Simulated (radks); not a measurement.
The numbers below are computed, except where a source is named.
Ionisation of Au4+, [Xe] 4f14 5d7, to Au5+, [Xe] 4f14 5d6, under several functionals. Dirac Kohn-Sham, spin-unpolarised, spherical densities, finite nucleus; open shells fill j = l - 1/2 first; a radial shooting solver on a logarithmic mesh with Libxc functionals. Known Delta-SCF values: Wu-Cohen GGA 61.495 eV; OLYP 61.630 eV; LDA (Slater exchange, Perdew-Zunger correlation) 61.738 eV. What does HCTH/407 give, and what is its highest occupied eigenvalue?

Answer. 62.072 eV by Delta-SCF; the 5d5/2 eigenvalue is -54.543 eV. NIST: 60 eV (theoretical).

Beside tabulated values, note that spin-unpolarised runs miss the spin-polarisation part of the exchange energy of open shells.
